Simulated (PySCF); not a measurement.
InO₂ + 2 HBr → In(OH)₂ + Br₂

Level: PBE0 in the def2-TZVP basis family, computed in PySCF with density fitting; scalar-relativistic core potentials for atoms from Rb on, none lighter, no spin–orbit coupling; open shells unrestricted.

```csv
species,state and structure,E (Eh),ZPE (kJ/mol),H(298 K) − H(0) (kJ/mol),S° (J/(mol K))
InO₂,"doublet, C∞v, In–O 1.826 Å, In–O 1.927 Å; O–In–O 180.0°",-340.36654,9.3,12.8,270.6
HBr,"singlet, C∞v, H–Br 1.421 Å",-2574.45811,16.0,8.7,198.5
In(OH)₂,"doublet, C2v, In–O 2.004 Å (×2), O–H 0.961 Å (×2); H–O–In 112.8° (×2), O–In–O 113.6°",-341.70408,65.9,15.7,306.5
Br₂,"singlet, D∞h, Br–Br 2.281 Å",-5147.70672,2.0,9.7,244.8
```

Task: What is the electronic reaction energy?

Result: At PBE0/def2-TZVP, ΔE = -336.2 kJ/mol from the differences of the total energies times 2625.5, downhill. 

Task: Add zero-point, thermal and entropy terms for 298.15 K and 1 bar.

Result: ΔZPE = 26.6 and Δ[H(298) − H(0)] = -4.8 kJ/mol give ΔH° = -314.4 kJ/mol. ΔS° = -116.3 J/(mol K), so ΔG° = -314.4 − 298.15 × (-0.1163) = -280 kJ/mol. ΔG° would change sign near 2700 K if ΔH° and ΔS° stayed fixed.

Only the bonding shown was studied: isomers, or loss of a ligand pair, can lie lower.
